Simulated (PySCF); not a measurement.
# `[SiH3]O[SiH]1OCCO1`, C₂H₈O₃Si₂

Geometry (Å), atoms numbered from 1 in this order:
```xyz
15

Si    2.9173   -0.4895   -0.2699
O     1.5900   -0.0754   -1.1154
Si    0.0183    0.2037   -1.2308
O    -0.9271   -1.0121   -0.6840
C    -1.9413   -0.5505    0.1583
C    -1.7204    0.9633    0.4161
O    -0.5346    1.3538   -0.2099
H     2.7245   -1.8269    0.2902
H     3.1328    0.4958    0.7894
H     3.9559   -0.4532   -1.2955
H    -0.2227    0.5161   -2.6241
H    -2.9080   -0.7224   -0.3251
H    -1.9046   -1.1224    1.0897
H    -2.5475    1.5467   -0.0005
H    -1.6370    1.1809    1.4841
```

The calculation used PySCF, GIAO CAM-B3LYP/pcSseg-1 magnetisability, rotational g tensor and spin-rotation constants, non-relativistic, gas phase. Geometry: GFN2-xTB.

(1) Give the nuclear spin-rotation constants along the inertial axes (H = +C I·J) beside the isotropic shieldings.

(2) How do the rotational constants and the g tensor change when H8, H9, H10, H11, H12, H13, H14, H15 are replaced by deuterium?

## Answers

(1) Rotational constants 4.1926, 1.0500, 1.0065 GHz. A star marks the isotopologue with that one atom substituted, in its own axes.
| atom | isotope | Caa (kHz) | Cbb (kHz) | Ccc (kHz) | mean (kHz) | σ (ppm) |
| --- | --- | --- | --- | --- | --- | --- |
| H8 | 1H | -0.376 | 0.018 | -0.054 | -0.137 | 26.7 |
| H9 | 1H | -0.376 | 0.002 | -0.038 | -0.138 | 26.7 |
| H10 | 1H | -0.032 | -0.094 | -0.030 | -0.052 | 26.8 |
| H11 | 1H | -0.380 | -0.103 | 0.050 | -0.145 | 27.6 |
| H12 | 1H | -0.024 | -0.076 | -0.070 | -0.057 | 27.6 |
| H13 | 1H | -0.432 | -0.074 | 0.030 | -0.159 | 27.4 |
| H14 | 1H | -0.042 | -0.080 | -0.061 | -0.061 | 27.6 |
| H15 | 1H | -0.437 | -0.079 | 0.034 | -0.160 | 27.4 |
| Si1 | 29Si* | -2.284 | -0.645 | -0.593 | -1.174 | 387.5 |
| O2 | 17O* | -0.464 | -0.070 | -0.094 | -0.209 | 287.0 |
| Si3 | 29Si* | -2.449 | -0.602 | -0.608 | -1.219 | 387.6 |
| O4 | 17O* | -0.557 | -0.040 | -0.082 | -0.226 | 293.8 |
| C5 | 13C* | 0.778 | 0.240 | 0.225 | 0.414 | 120.6 |

For the geometry as given, no vibrational averaging.

(2) Constants 3.5412, 0.9162, 0.8911 GHz; g -0.0495, -0.0133, -0.0123, against -0.0585, -0.0152, -0.0139 before.
